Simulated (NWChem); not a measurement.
Species: C2H3B; SMILES C(B)#C

Results from NWChem. Structure relaxed at the PBE0/def2-SVP level. LC-ωPBE (HJS hole) with def2-SVP; x = 1 − exp(−ω/0.25 bohr⁻¹) is a scale chosen for this fit.

| row | x | −ε(HOMO) (eV) |
|---|---|---|
| ω = 0.10 | 0.330 | 8.24 |
| ω = 0.30 | 0.699 | 10.22 |
| ω = 0.35 | 0.753 | 10.53 |
| ω = 0.50 | 0.865 | withheld |
| ω = 0.80 | 0.959 | 11.63 |

Fit a straight line of the last column on the one before it, predict the withheld value, and compare with the run.


1. Means of the 4 shown rows: x = 0.6853, y = 10.155. Slope Σ(x − x̄)(y − ȳ)/Σ(x − x̄)² = 1.110/0.2059 = 5.392; intercept 6.460.
2. The shown rows scatter about the line by 0.007 (root mean square); the largest residual is +0.01, at ω = 0.35.
3. At x = 0.865 (ω = 0.50; inside the shown range) the line gives 11.12.
4. The run gives 11.15, +0.03 from the line.
